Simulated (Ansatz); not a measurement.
Computed with Ansatz on PBE0-D4/def2-TZVP structures; ΔE is electronic, products minus reactants. CBS: MP2 limit from def2 TZ/QZ plus the TZ coupled-cluster correction, frozen cores. This one scheme is used for every species. DFT in def2-TZVPP. B3LYP here is the variant with VWN-RPA as its local correlation; programs differ in this. For Se outer-core shells are correlated without core-valence functions, which leaves a few kJ/mol of doubt a bond. Scalar relativity is left out up to krypton. Each species was taken in one conformer, which may not be the lowest.

Consider the substitution at a C–O bond: `CCOC` + `B[SeH]` → `B[Se]CC` + CH₃OH.

`CCOC`:

Z-matrix (Å, degrees):
```
C
C 1 1.507
H 1 1.092 2 110.6
H 1 1.092 2 110.6 3 -119.9
H 1 1.092 2 110.4 3 120.0
O 2 1.405 1 108.9 3 59.9
H 2 1.102 1 110.6 3 -60.9
H 2 1.102 1 110.6 3 -179.2
C 6 1.399 2 112.4 1 180.0
H 9 1.090 6 107.7 2 -180.0
H 9 1.100 6 111.6 2 60.6
H 9 1.100 6 111.6 2 -60.6
```

`B[SeH]`:

Cartesian coordinates in Å:
```
B 0.509 -0.004 -0.384
Se -0.387 -0.305 1.263
H -0.069 0.438 -1.325
H 1.666 -0.286 -0.402
H -1.719 0.157 0.849
```

`B[Se]CC`:

Z-matrix (Å, degrees):
```
C
Se 1 1.963
C 1 1.512 2 112.7
H 1 1.091 2 105.3 3 121.9
H 1 1.090 2 106.6 3 -123.3
B 2 1.886 1 101.6 3 81.9
H 3 1.092 1 111.4 2 58.1
H 3 1.094 1 110.3 2 178.0
H 3 1.092 1 111.0 2 -62.2
H 6 1.194 2 120.3 1 1.3
H 6 1.192 2 116.8 1 -179.0
```

CH₃OH:

Cartesian coordinates in Å:
```
C -0.099 0.133 -0.315
O 0.696 -0.012 0.839
H 0.361 0.911 -0.925
H -1.124 0.447 -0.080
H -0.142 -0.786 -0.912
H 0.308 -0.692 1.393
```

| level | ΔE (kJ/mol) | difference from CCSD(T)/CBS |
| --- | --- | --- |
| PBE-D4 | -28.7 | 3.1 |
| r2SCAN-D4 | -24.6 | 7.2 |
| PBE0-D4 | -27.6 | 4.2 |
| B3LYP-D4 | -24.6 | 7.2 |
| ωB97X-V | -21.4 | 10.4 |
| ωB97M-V | -24.4 | 7.4 |
| B2PLYP | -24.7 | 7.1 |
| PBE | -25.9 | 5.9 |
| PBE0 | -25.1 | 6.7 |
| HF/def2-TZVPP | -10.8 | 21.0 |
| MP2/def2-TZVPP | -36.4 | -4.6 |
| CCSD/def2-TZVPP | -25.8 | 6.0 |
| CCSD(T)/def2-TZVPP | -28.4 | 3.4 |
| HF/def2-QZVPP | -10.8 | 21.0 |
| MP2/CBS(def2) | -39.8 | -8.0 |
| CCSD/CBS(def2) | -29.2 | 2.6 |
| CCSD(T)/CBS | -31.8 | 0 |

Largest T1 diagnostic among the species: 0.013.

In def2-TZVPP, CCSD(T) changes the Hartree–Fock value by −17.6 kJ/mol (the triples alone add −2.5 kJ/mol) and MP2 by −25.6 kJ/mol. The D4 term adds −4.9 kJ/mol with B3LYP and −2.6 kJ/mol with PBE0; it sums over pairs of atoms, weighted by their polarisabilities, and B3LYP, whose exchange is more repulsive, gets the larger term.
